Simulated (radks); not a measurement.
Values are calculated unless marked as measured or tabulated.
Problem. Tm IX, configuration [Kr] 4d10 4f11 5s2 5p2 (the NIST ground configuration). Level of theory: scalar-relativistic Kohn-Sham, PBE, spin-unpolarised, spherical densities, point nucleus (a radial shooting solver on a logarithmic mesh with Libxc functionals). Some entries of the table are withheld. Estimate them.

orbital  occ.  eigenvalue (Ry)  <1/r> (bohr^-1)  <r^2> (bohr^2)
1s          2        -4367.736            79.11       0.0005483
2s          2        -745.0227            18.43        0.008513
2p          6        -658.8972            16.97        0.006944
3s          2        -174.9887              (1)         0.05578
3p          6        -148.9123              (2)             (3)
3d         10        -116.7437            6.010         0.04685
4s          2        -42.21467            2.878          0.2786
4p          6              (4)            2.632          0.3155
4d         10        -22.21644            2.335          0.3718
5s          2        -12.51896            1.185           1.416
5p          2        -10.16974            1.047           1.763
4f         11         -9.59427            1.853          0.5641

Solution. 
(1) 3s <1/r> (bohr^-1): 6.803
(2) 3p <1/r> (bohr^-1): 6.343
(3) 3p <r^2> (bohr^2): 0.05624
(4) 4p eigenvalue (Ry): -33.62759
